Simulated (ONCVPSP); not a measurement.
In: one change to an ONCV potential, before and after

```
Element                 : In
Generator               : ONCVPSP 4.0.1
Type                    : optimised norm-conserving Vanderbilt (ONCV)
Functional              : LDA (Perdew-Wang 92)
Relativity              : scalar-relativistic
Frozen core             : [Kr] 4d10
Valence charge          : 3
Reference configuration : 5s2 5p1
Partial waves           : 5s: rc 2.05 bohr, ncon 4, nbas 7, qcut 3.1 1/bohr, local; 5p: rc 2.85 bohr, ncon 3, nbas 6, qcut 3.3 1/bohr, 2 projectors, debl 1.3 Ha
Local potential         : the s channel
Core correction         : Teter function, fcfact 2, rcfact 1.65
```

Change: core correction Teter function, fcfact 2, rcfact 1.02.

Cutoffs: the cutoffs (Ha) at which the residual kinetic energy of the hardest occupied pseudo-wave falls to 1 and 0.1 mHa per electron; they do not see the model core or the augmentation charge, which bear on the density cutoff. Errors are all-electron minus pseudo energies relative to the spin-unpolarised reference configuration.

Q: What does the change do?

A: The potential gets neither clearly harder nor softer (6.0 Ha and 21 Ha → 6.0 Ha and 21 Ha); of the 4 tests that both files solve, the error grows in 0 and shrinks in 4 by more than 15 % and 0.3 meV (median size 43.0 → 13.4 meV); neither file shows a bound ghost. A model core, the more so a compact one, raises the density cutoff, which this test does not measure.

```tsv
quantity	base	changed
cutoff, loose	6.0 Ha	6.0 Ha
cutoff, tight	21 Ha	21 Ha
bound ghosts	none	none
GHOST(+) flags under 300 eV	none	none
error for 5s2 5p0, meV [ΔE 5.59 eV]	-43	+11
error for 5s1 5p0, meV [ΔE 25.24 eV]	-246	+92
error for 5s2 5p0.5, meV [ΔE 2.04 eV]	-7.8	+1.7
error for 5s1 5p1, meV [ΔE 12.28 eV]	-43	+16
s: phases at 2.08 bohr within 0.05 rad from the reference energy up to (Ha; the scan ends near 5)	2.3	2.3
p: phases at 2.90 bohr within 0.05 rad from the reference energy up to (Ha; the scan ends near 5)	to the end of the scan	to the end of the scan
rms error of d²Exc/dni dnj with the model core, mHa	2.73	8.38
```
